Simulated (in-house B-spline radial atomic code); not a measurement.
A calculation on S VI (S5+): its settings, and results tabulated from the run. Level of theory: non-relativistic Hartree-Fock with fractional occupations, spin-polarised, spherical fractional occupations, point nucleus; calculated with an all-electron radial atomic-structure program (B-spline basis).

Command:
```bash
python run_scf.py task.json out
```
Settings:
```
Z                16
configuration    [Ne] 3s1
hamiltonian      nr
method           hf,
spin_polarised   True
```

Output (hartree, bohr):
```
 radial grid: 43 intervals, B-splines of order 8, outer radius 12.1053 bohr

 iter        energy (Eh)    residual
    1        -385.584138    7.02e-01
    2        -390.560151    1.70e-01
    3        -390.738324    6.90e-02
    4        -390.768401    2.84e-02
    5        -390.774344    4.63e-03
    6        -390.774552    3.27e-04
    7        -390.774553    3.53e-05
    8        -390.774553    1.55e-06
    9        -390.774553    8.88e-08

 total energy                      -390.77455
 kinetic                             390.7746
 electron-nucleus                   -897.5488
 Hartree                             139.1520
 exact exchange                      -23.1523

 orbital      occ     eigenvalue          <r>       <r^2>       <1/r>     <1/r^2>       r_max
 1s up      1.000       -95.0788     0.097112   0.0126749      15.571      489.04     0.06374
 1s down    1.000       -95.0484    0.0971353   0.0126811     15.5676     488.855     0.06375
 2s up      1.000       -11.9405     0.472331    0.264189     3.09481     39.4089      0.3868
 2s down    1.000       -11.8855     0.474077    0.266186     3.08168     39.0773      0.3879
 2p up      3.000        -9.6129     0.437704    0.237852     2.97118     12.3211      0.3263
 2p down    3.000        -9.5906     0.437387    0.237255     2.97163     12.3228      0.3264
 3s up      1.000        -3.2113      1.43019     2.31558    0.953278     5.33008       1.283
```

Cost of the run: 0.09 s on 1 thread of Arm Neoverse V2, on a shared host.
